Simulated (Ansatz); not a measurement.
`CNB(F)F` and `C[NH][Ga]([F])[F]` differ in one element.

Ansatz, PBE0-D4/def2-TZVP geometries, multiplicity 1. Each molecule was computed in one conformer, which needn't be the lowest.

Scalar relativity is left out up to krypton.

| property | `CNB(F)F` |
| --- | --- |
| HOMO energy (ωB97M-V/def2-TZVPP) / eV | -10.18 |
| HOMO energy (PBE/def2-TZVPP) / eV | -6.40 |
| size of the dipole moment (PBE/def2-TZVPP) / D | 2.72 |
| LUMO energy (B3LYP/def2-TZVPP) / eV | 0.41 |
| size of the dipole moment (ωB97M-V/def2-TZVPP) / D | 2.73 |
| ideal-gas entropy at 298 K and 1 bar (rigid rotor, harmonic PBE0-D4/def2-TZVP) / J/(mol·K) | 312 |

Question: Give the same properties after the change, and the shifts. (An estimate is asked.)

Answer: Ansatz gave: 
```json
{"property": "HOMO energy (ωB97M-V/def2-TZVPP) / eV", "`C[NH][Ga]([F])[F]`": "-9.81", "shift": "0.37"}
{"property": "HOMO energy (PBE/def2-TZVPP) / eV", "`C[NH][Ga]([F])[F]`": "-6.09", "shift": "0.31"}
{"property": "size of the dipole moment (PBE/def2-TZVPP) / D", "`C[NH][Ga]([F])[F]`": "3.35", "shift": "0.63"}
{"property": "LUMO energy (B3LYP/def2-TZVPP) / eV", "`C[NH][Ga]([F])[F]`": "-1.44", "shift": "-1.85"}
{"property": "size of the dipole moment (ωB97M-V/def2-TZVPP) / D", "`C[NH][Ga]([F])[F]`": "3.32", "shift": "0.59"}
{"property": "ideal-gas entropy at 298 K and 1 bar (rigid rotor, harmonic PBE0-D4/def2-TZVP) / J/(mol·K)", "`C[NH][Ga]([F])[F]`": "359", "shift": "47"}
```

With PBE0 the HOMO rises by 0.37 eV and the LUMO falls by 1.82 eV, so the gap narrows by about 2.19 eV. PBE moves the HOMO by 0.31 eV and ωB97M-V by 0.37 eV. Dipoles are sizes alone; their direction can turn.

B3LYP here is the variant with VWN-RPA as its local correlation; programs differ in this.
